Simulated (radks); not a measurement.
Ca15+, configuration [He] 2s2 5d1 (not the ground configuration).

Method: Dirac Kohn-Sham, PBE, spin-unpolarised, spherical densities, finite nucleus; open shells fill j = l - 1/2 first; Fermi nuclear charge, rms radius 3.4776 fm; computed with a radial shooting solver on a logarithmic mesh with Libxc functionals.

Energy parts (eV):
part                      energy
total                 -12984.710
kinetic                13123.499
electron-nucleus      -26993.880
Hartree                 1325.789
exchange-correlation    -440.119

Orbitals (lengths in bohr, moments of r in powers of bohr; <r^-3> diverges for s and p1/2):
orbital  occ.  eigenvalue (eV)   <1/r>  <r^-3>  small-component weight
1s1/2       2        -4782.938   19.84       -                5.16e-03
2s1/2       2        -1038.054   4.632       -                1.12e-03
5d3/2       1        -138.4400  0.6566   2.530                1.43e-04
5d5/2       0        -138.3600  0.6560   2.501                1.43e-04

The highest occupied level is 5d3/2 at -138.44 eV. The electron density at the nucleus is 6297 e/bohr^3.
